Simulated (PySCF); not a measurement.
Electron correlation in P (phosphorus, neutral)

[Ne] 3s1 3p3 4s1, high-spin 6S determinant (an excited configuration). All numbers are calculated (PySCF 2.14, the spin-free X2C one-electron Hamiltonian (Gaussian nucleus), in aug-cc-pVDZ-DK (5s4p2d, 27 functions)). Frozen: [Ne]; 5 electrons correlated.

```tsv
level	correlation energy (mhartree)
CCSD	-34.04
(T)	-0.28
CCSD(T)	-34.32
CCSDT	-34.42
```

Diagnostics: T1 = 0.0056, D1 = 0.0157, largest double amplitude 0.039.

The outer electron is Rydberg-like, and this basis confines it to a smaller radius and binds it less than a complete one would.

Cost of the coupled-cluster step: about 0.19 core-seconds, for 5 correlated electrons.

Iterations:

```
CC2 = 0
CCSD nocc = (np.int64(5), np.int64(0)), nmo = (22, 22)
frozen orbitals [[0, 1, 2, 3, 4], [0, 1, 2, 3, 4]]
max_cycle = 100
direct = 0
conv_tol = 1e-08
conv_tol_normt = 1e-06
diis_space = 8
diis_start_cycle = 0
Init t2, MP2 energy = -0.0253471696339222
Init E_corr(UCCSD) = -0.025347169637776
cycle = 1  E_corr(UCCSD) = -0.0317678588204011  dE = -0.00642068918  norm(t1,t2) = 0.0342031
cycle = 2  E_corr(UCCSD) = -0.0334135624274535  dE = -0.00164570361  norm(t1,t2) = 0.0104168
cycle = 3  E_corr(UCCSD) = -0.0340656463885642  dE = -0.000652083961  norm(t1,t2) = 0.00350959
cycle = 4  E_corr(UCCSD) = -0.034040628273334  dE = 2.50181152e-05  norm(t1,t2) = 0.000400011
cycle = 5  E_corr(UCCSD) = -0.0340419732975316  dE = -1.3450242e-06  norm(t1,t2) = 2.59218e-05
cycle = 6  E_corr(UCCSD) = -0.0340418105500997  dE = 1.62747432e-07  norm(t1,t2) = 2.5664e-06
cycle = 7  E_corr(UCCSD) = -0.0340418691461482  dE = -5.85960485e-08  norm(t1,t2) = 2.73666e-07
cycle = 8  E_corr(UCCSD) = -0.0340418648459003  dE = 4.30024791e-09  norm(t1,t2) = 4.98147e-08
UCCSD converged
E(UCCSD) = -341.1590858539009  E_corr = -0.03404186484590029
UCCSD(T) correction = -0.000284855649944468
```
